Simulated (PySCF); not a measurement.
Si(F)(Me)2(Cl) (C2H6ClFSi), SMILES Cl[Si](C)(C)F. Atoms are numbered in the order given.

```xyz
11

C      0.9996    -0.6883     1.5644
Si     0.3312     0.0454     0.0000
C      0.9996    -0.6883    -1.5644
F      0.6619     1.6378     0.0000
Cl    -1.7307    -0.1217     0.0000
H      0.5607    -0.1913     2.4423
H      0.7628    -1.7615     1.6231
H      2.0936    -0.5705     1.6090
H      0.5607    -0.1913    -2.4423
H      0.7628    -1.7615    -1.6231
H      2.0936    -0.5705    -1.6090
```
Charge 0, spin multiplicity 1.

Geometry: PBE0-D3(BJ)/def2-SVP.

Two levels are set side by side: PBE/pcSseg-1 (PySCF) and PBE0/pcSseg-1 (PySCF). GIAO shifts against CFCl3 (¹⁹F), HCl (³⁵Cl), TMS (²⁹Si), TMS (¹H), TMS (¹³C) at the same level; non-relativistic, no solvent, atoms listed together averaged. Without spin–orbit terms, shifts of atoms bonded to Cl or Br come out too high at both levels. Differences are taken from unrounded values.

```csv
quantity,PBE0
"δ(¹³C) of C1, C3 (ppm)",4.9
δ(²⁹Si) of Si2 (ppm),41.8
δ(¹⁹F) of F4 (ppm),-151.0
δ(³⁵Cl) of Cl5 (ppm),67.0
```

**Question.** What does PBE give, and how far is it from PBE0? (Estimate from the structure and the level; the computed values follow.)

**Answer.** 
```tsv
quantity	PBE	PBE minus PBE0
δ(¹³C) of C1, C3 (ppm)	5.1	0.3
δ(²⁹Si) of Si2 (ppm)	43.9	2.1
δ(¹⁹F) of F4 (ppm)	-166.3	-15.3
δ(³⁵Cl) of Cl5 (ppm)	85.1	18.2
```

Rough cost on one machine, each run with all the roots and properties that it gave: PBE0 against PBE within a factor of 2.
